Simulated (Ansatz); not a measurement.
Computed with Ansatz on PBE0-D4/def2-TZVP structures; ΔE is electronic, products minus reactants. CBS: MP2 limit from def2 TZ/QZ plus the TZ coupled-cluster correction, frozen cores. This one scheme is used for every species. Functionals use def2-TZVPP. B3LYP here is the variant with VWN-RPA as its local correlation; programs differ in this. For Ga outer-core shells are correlated without core-valence functions, which leaves a few kJ/mol of doubt a bond. Scalar relativity is left out up to krypton. One conformer a species, not always the lowest.

Reaction (formal exchange of groups at a Ga–C bond): `N=C=[CH][GaH2]` + `C[SiH2]O` → `C[SiH](O)[GaH2]` + `C=C=N`

`N=C=[CH][GaH2]`:

Cartesian coordinates in Å:
```
N 1.610 -0.105 -1.579
C 0.546 -0.250 -1.012
C -0.614 -0.265 -0.405
Ga -0.766 0.523 1.351
H 2.321 -0.822 -1.487
H -1.453 -0.724 -0.916
H -2.164 0.504 2.053
H 0.520 1.140 1.995
```

`C[SiH2]O`:

```xyz
9

C    -0.028   -1.170    0.086
Si    0.350    0.620   -0.270
O    -0.957    1.602   -0.044
H     0.850   -1.790   -0.120
H    -0.851   -1.527   -0.538
H    -0.302   -1.320    1.133
H     0.723    0.801   -1.695
H     1.485    1.055    0.595
H    -1.270    1.728    0.853
```

`C[SiH](O)[GaH2]`:

```xyz
11

C    -0.778    1.431    0.035
Si   -0.266   -0.313   -0.412
O    -1.195   -1.446    0.378
Ga    1.979   -0.897    0.293
H    -0.154    2.155   -0.498
H    -1.818    1.624   -0.243
H    -0.668    1.614    1.106
H    -0.456   -0.456   -1.891
H    -2.121   -1.506    0.138
H     2.622   -0.256    1.583
H     2.855   -1.948   -0.487
```

`C=C=N`:

```xyz
6

C    -0.283   -0.928    0.002
C     0.223    0.274   -0.053
N     0.793    1.345   -0.148
H    -0.171   -1.525    0.897
H    -0.827   -1.329   -0.842
H     0.264    2.164    0.145
```

```
         level  ΔE (kJ/mol)
       BLYP-D4         35.5
        B97M-V         40.1
      B3LYP-D4         36.3
      BHLYP-D4         38.0
  CAM-B3LYP-D4         38.6
 HF/def2-TZVPP         44.4
MP2/def2-TZVPP         54.1
MP2/def2-QZVPP         54.2
```

Q: What does CCSD(T)/CBS give? (Best estimate.)

A: The calculation gave: +42.0 kJ/mol. The listed levels differ from it by -6.5, -1.9, -5.7, -4.0, -3.4, 2.4, 12.1, 12.2 kJ/mol.

Largest T1 diagnostic among the species: 0.015.

Leaving LDA and LC-ωPBE aside and taking each functional with its dispersion term where it has one, the values, not all of them listed here, spread over 12.9 kJ/mol, from PBE-D4 to B2PLYP. LDA lies +5.6 kJ/mol from PBE without D4. From BLYP to BHLYP (50 % exact exchange), in def2-TZVPP and without D4, ΔE moves by +3.9 kJ/mol.
